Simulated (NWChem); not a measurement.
Molecule: C2H3CaFO2

```xyz
9

Ca     0.0034     1.1563     0.0000
F     -0.0077     3.2014     0.0000
C     -0.0111    -3.0334     0.0000
C      0.0120    -1.5185     0.0000
O      0.0072    -0.9005    -1.1180
O      0.0072    -0.9005     1.1180
H      0.4687    -3.4246     0.8998
H      0.4687    -3.4246    -0.8998
H     -1.0556    -3.3689     0.0000
```
Atoms are numbered in this order, from 1.

Results from NWChem. All runs use the structure optimised with B3LYP/6-31G* (spherical d).

### Question
Predict the results for Hartree-Fock/cc-pVTZ. Quantities: highest occupied level (eV); orbital gap (eV); dipole (D).

### Answer
```yaml
highest occupied level (eV): -12.18
orbital gap (eV): 12.66
dipole (D): 3.02
```
